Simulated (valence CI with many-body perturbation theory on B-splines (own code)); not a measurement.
Values are calculated unless marked as measured or tabulated.
**From CI to CI+MBPT in Re XLV**

Level of theory: valence CI with perturbative core correlation (CI+MBPT): three valence electrons over a frozen Dirac-Fock core [Ar] 3d10, radial functions for each j: 11 s, 11 p, 9 d, 7 f, 5 g, 2 h, 1 i, with the one-electron correlation potential Σ1, the two-electron term Σ2, the three-electron term Σ3, Breit, model QED; selected CI, second order for the rest (own B-spline code, finite nucleus).

No measured spectrum was set against this ion. As an estimate, large intervals hold to a few tenths of a per cent, small ones and those within an open d or f shell to about a per cent.

Each rung adds one term. CI alone is the Dirac-Coulomb CI over the frozen core; QED comes last and gives the full result, which names the levels. Energies are above (4s^2 4p1/2) J=1/2 on the same rung, in Ry.

Levels are named by their leading jj configuration (3d3/2^4 stands for four electrons in 3d with j = 3/2), which in mixed levels can hold well under half, so a name can repeat and another be missing. Letters in brackets count levels of one name in rising energy.

| Level | CI alone | + Σ1 | + Σ2 | + Σ3 | + Breit | Full |
| --- | --- | --- | --- | --- | --- | --- |
| (4s 4p1/2^2) J=1/2 | 7.325 | 7.316 | 7.322 | 7.322 | 7.400 | 7.301 |
| (4s^2 4p3/2) J=3/2 | 7.805 | 7.825 | 7.834 | 7.834 | 7.745 | 7.754 |
| (4s 4p1/2 4p3/2) J=3/2 [a] | 14.107 | 14.118 | 14.163 | 14.164 | 14.154 | 14.065 |
| (4s 4p1/2 4p3/2) J=5/2 | 14.762 | 14.773 | 14.799 | 14.800 | 14.783 | 14.694 |
| (4s 4p1/2 4p3/2) J=3/2 [b] | 15.687 | 15.698 | 15.687 | 15.687 | 15.671 | 15.584 |
| (4s 4p1/2 4p3/2) J=1/2 | 15.901 | 15.912 | 15.866 | 15.866 | 15.858 | 15.767 |
| (4s^2 4d3/2) J=3/2 | 20.011 | 20.013 | 19.962 | 19.962 | 19.848 | 19.834 |
| (4s^2 4d5/2) J=5/2 | 21.261 | 21.276 | 21.278 | 21.279 | 21.137 | 21.113 |
| (4s 4p3/2^2) J=5/2 | 22.712 | 22.737 | 22.725 | 22.725 | 22.613 | 22.549 |
| (4p1/2^2 4p3/2) J=3/2 | 23.047 | 23.049 | 23.025 | 23.026 | 23.087 | 22.902 |
| (4s 4p3/2^2) J=1/2 | 23.672 | 23.703 | 23.694 | 23.694 | 23.598 | 23.517 |
| (4s 4p3/2^2) J=3/2 | 23.985 | 24.016 | 23.967 | 23.967 | 23.868 | 23.787 |
| (4s 4p1/2 4d3/2) J=3/2 [a] | 25.706 | 25.698 | 25.731 | 25.733 | 25.695 | 25.585 |
| (4s 4p1/2 4d3/2) J=5/2 | 26.255 | 26.249 | 26.268 | 26.270 | 26.225 | 26.116 |
| (4s 4p1/2 4d3/2) J=1/2 | 27.295 | 27.288 | 27.244 | 27.245 | 27.206 | 27.097 |
| (4s 4p1/2 4d3/2) J=3/2 [b] | 27.379 | 27.373 | 27.333 | 27.334 | 27.292 | 27.182 |
| (4s 4p1/2 4d5/2) J=5/2 [a] | 28.001 | 28.002 | 28.001 | 28.003 | 27.928 | 27.823 |
| (4s 4p1/2 4d5/2) J=7/2 | 28.409 | 28.411 | 28.403 | 28.405 | 28.321 | 28.217 |
| (4s 4p1/2 4d5/2) J=5/2 [b] | 28.808 | 28.811 | 28.797 | 28.797 | 28.723 | 28.613 |
| (4s 4p1/2 4d5/2) J=3/2 | 28.839 | 28.843 | 28.824 | 28.825 | 28.763 | 28.644 |
| (4p1/2 4p3/2^2) J=5/2 | 30.861 | 30.880 | 30.861 | 30.862 | 30.824 | 30.656 |
| (4p1/2 4p3/2^2) J=3/2 | 30.919 | 30.938 | 30.880 | 30.880 | 30.851 | 30.684 |
| (4p1/2 4p3/2^2) J=1/2 | 31.281 | 31.303 | 31.282 | 31.282 | 31.256 | 31.080 |
| (4s^2 4f5/2) J=5/2 | 33.822 | 33.831 | 33.819 | 33.820 | 33.654 | 33.623 |
| (4s 4p3/2 4d3/2) J=7/2 | 34.146 | 34.160 | 34.158 | 34.160 | 33.994 | 33.934 |
| (4s 4p3/2 4d3/2) J=3/2 [a] | 34.189 | 34.202 | 34.199 | 34.201 | 34.073 | 33.972 |
| (4s 4p3/2 4d3/2) J=1/2 [a] | 34.186 | 34.199 | 34.200 | 34.201 | 34.076 | 33.976 |
| (4s 4p3/2 4d3/2) J=5/2 [a] | 34.231 | 34.244 | 34.236 | 34.237 | 34.103 | 34.008 |
| (4p1/2^2 4d3/2) J=3/2 | 34.360 | 34.345 | 34.326 | 34.327 | 34.367 | 34.160 |
| (4s^2 4f7/2) J=7/2 | 34.786 | 34.801 | 34.784 | 34.783 | 34.613 | 34.557 |
| (4s 4p3/2 4d5/2) J=9/2 | 35.007 | 35.027 | 35.075 | 35.078 | 34.908 | 34.812 |

How does the ionisation energy move along the ladder, and which term matters most?

CI alone 2304.4, + Σ1 2306.3, + Σ2 2306.3, + Σ3 2306.2, + Breit 2303.3, + QED 2303.3 eV. The largest step is Breit, -2.9 eV. NIST lists 2302 ± 4 eV (theoretical).
